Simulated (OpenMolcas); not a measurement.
Ag2+ among 6 point charges of -1.7 e arranged as an octahedron (Oh), 1.87 Å from the ion.

- Program: OpenMolcas
- Method: CASSCF
- Basis: ANO-RCC-VDZP [6s5p3d1f]
- Scalar Hamiltonian: DKH2, point nucleus
- Active space: 9 electrons in 5 orbitals (4d)
- State averaging: 2S+1 = 2 even, 5 roots
- Spin-orbit coupling: state interaction with AMFI integrals over the reference wave functions

(1) What is the spin-free ground state (labels of O, the rotations of Oh)?

(2) Where is the first state of the same spin?

(3) What are the lowest two levels with spin-orbit coupling?

(4) What is χT at 300 K, and how does it compare with the textbook value?

(5) Which ligand-field parameters describe the states?

## Answers

(1) 2E, 2-fold in its orbital part, 100 % from free-ion D terms; it has the highest spin that d9 allows.

(2) 2T2 at 9400 cm-1 above the ground state.

(3) A 4-fold level Γ8, then a 2-fold level Γ7 8128 cm-1 above it. Their leading multiplicities are 2 (100 %) and 2 (100 %).

(4) The lowest level has 2S+1 = 2, for which the spin-only value is χT = S(S+1) / 2 = 0.375 cm3 K/mol (g = 2). The computed 0.693 at 300 K differs by +0.318, through orbital momentum, spin-orbit coupling and any other state in reach.

(5) The gap between the two states is 10Dq = 9400 cm-1. 

An orbital doublet at a regular site is open to a Jahn-Teller distortion, which this geometry leaves out. Point charges carry no covalency, so the field is a model and not that of real ligands. No measured value stands beside these numbers.
